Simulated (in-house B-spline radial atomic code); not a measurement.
## BP86 excitations of Kr VII (Kr6+)

Method: BP86. Computed with a B-spline radial code for spherical atoms: linear response of the closed shell [Ar] 3d10 4s2 with the functional's adiabatic kernel; scalar-relativistic (spin-free one-electron X2C), finite nucleus, no spin-orbit coupling, no double excitations, S, P, D and F terms only; shells from n = 2 respond. Only terms of natural parity with L up to 3 were computed.

Command:
```bash
python run_td.py task.json out
```
Settings (radii: box in bohr, nucleus in fm):
```
Z                        36
electrons                30
configuration            [Ar] 3d10 4s2
hamiltonian              x2c
method                   b88,p86
box_radius               14.35
rms_radius               4.1884
intervals                70
```

Time taken, with all properties: 0.6 s on 1 thread of AMD EPYC 9R14 (Zen 4), on a shared host.

The lowest states, in the order of their Tamm-Dancoff energies; the method's threshold (minus the highest occupied level) is 102.51 eV. Labels give the largest channel, * marks a mixed state, and oscillator strengths are full-response dipole values. Semilocal kernels can invert the small singlet-triplet splittings of Rydberg terms. Energies in eV:

```json
{"state": "4s → 4p 3P", "full response": "15.552", "Tamm-Dancoff": "15.720", "oscillator strength": "-"}
{"state": "4s → 4p 1P", "full response": "21.629", "Tamm-Dancoff": "22.352", "oscillator strength": "1.54"}
{"state": "4s → 4d 3D", "full response": "42.31", "Tamm-Dancoff": "42.37", "oscillator strength": "-"}
{"state": "4s → 4d 1D", "full response": "44.41", "Tamm-Dancoff": "44.44", "oscillator strength": "-"}
{"state": "4s → 5s 3S", "full response": "54.79", "Tamm-Dancoff": "54.79", "oscillator strength": "-"}
{"state": "4s → 5s 1S", "full response": "?", "Tamm-Dancoff": "?", "oscillator strength": "-"}
{"state": "4s → 5p 3P", "full response": "61.24", "Tamm-Dancoff": "61.25", "oscillator strength": "-"}
{"state": "4s → 5p 1P", "full response": "61.55", "Tamm-Dancoff": "61.60", "oscillator strength": "0.0866"}
{"state": "4s → 4f 3F", "full response": "64.23", "Tamm-Dancoff": "64.28", "oscillator strength": "-"}
{"state": "4s → 4f 1F", "full response": "64.79", "Tamm-Dancoff": "64.81", "oscillator strength": "-"}
{"state": "4s → 5d 3D", "full response": "70.91", "Tamm-Dancoff": "70.92", "oscillator strength": "-"}
{"state": "4s → 5d 1D", "full response": "71.22", "Tamm-Dancoff": "71.23", "oscillator strength": "-"}
{"state": "4s → 6s 3S", "full response": "74.98", "Tamm-Dancoff": "74.99", "oscillator strength": "-"}
{"state": "4s → 6s 1S", "full response": "75.20", "Tamm-Dancoff": "75.21", "oscillator strength": "-"}
{"state": "4s → 6p 3P", "full response": "?", "Tamm-Dancoff": "?", "oscillator strength": "-"}
{"state": "4s → 6p 1P", "full response": "78.06", "Tamm-Dancoff": "78.07", "oscillator strength": "0.0405"}
```

Task: Where does 4s → 6p 3P lie?

Result: At 78.02 eV in full response, 78.02 eV in Tamm-Dancoff.

Task: Where does 4s → 5s 1S lie?

Result: At 55.66 eV in full response, 55.70 eV in Tamm-Dancoff.

Task: How large is the singlet-triplet splitting of 4s → 4p (P terms) in Tamm-Dancoff?

Result: 6.63 eV, from the unrounded values.

Task: What polarisabilities and dispersion coefficient does the method give?

Result: Dipole 2.708 bohr³, quadrupole 3.042 bohr⁵, C6 5.235 hartree·bohr⁶ for two such species.
